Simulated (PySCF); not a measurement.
2-methylidenefuran-3-one (C5H4O2), SMILES C1=CC(C(O1)=C)=O. Atoms are numbered in the order given.

```xyz
11

C      0.9277    -1.8726     0.0000
C      0.5159    -0.6050     0.0000
O      1.3746     0.4785     0.0000
C      0.6034     1.6004     0.0000
C     -0.7281     1.3731     0.0000
C     -0.9038    -0.0874     0.0000
O     -1.9101    -0.7666     0.0000
H      0.1651    -2.6535     0.0000
H      1.9857    -2.1394     0.0000
H      1.1667     2.5335     0.0000
H     -1.5235     2.1136     0.0000
```
Charge 0, spin multiplicity 1.

Coordinates come from a B3LYP-D3(BJ)/def2-SVP optimisation.

The numbers are results of TDDFT-PBE/def2-SVPD run with PySCF, not measurements.

Vertical excitations. Isolated molecule, no solvent. State labels are in the subgroup Cs.

| state | symmetry | energy (eV) | λ (nm) | f | main pairs |
|---|---|---|---|---|---|
| S1 | A" | 2.83 | 438 | 0.000 | HOMO→LUMO 100 % |
| S2 | A' | 3.81 | 325 | 0.064 | HOMO−1→LUMO 92 % |
| S3 | A' | 5.16 | 240 | 0.171 | HOMO−2→LUMO 80 %, HOMO−1→LUMO+1 13 % |
| S4 | A" | 5.30 | 234 | 0.000 | HOMO→LUMO+1 100 % |
| S5 | A' | 6.16 | 201 | 0.005 | HOMO→LUMO+2 99 % |
| S6 | A' | 6.43 | 193 | 0.047 | HOMO−1→LUMO+1 69 % |
| S7 | A" | 6.46 | 192 | 0.014 | HOMO−1→LUMO+2 100 % |
| S8 | A' | 6.47 | 192 | 0.020 | HOMO→LUMO+3 92 % |
| S9 | A" | 6.54 | 190 | 0.000 | HOMO−4→LUMO 98 % |
| S10 | A" | 6.78 | 183 | 0.001 | HOMO−1→LUMO+3 100 % |
| T1 | A" | 2.46 | 504 | 0 | HOMO→LUMO 100 % |
| T2 | A' | 2.57 | 483 | 0 | HOMO−1→LUMO 98 % |
| T3 | A' | 3.73 | 332 | 0 | HOMO−2→LUMO 93 % |
| T4 | A' | 5.12 | 242 | 0 | HOMO−1→LUMO+1 93 % |
Triplets are in the Tamm–Dancoff approximation, which puts them higher than full response would, so one can lie above its singlet here.
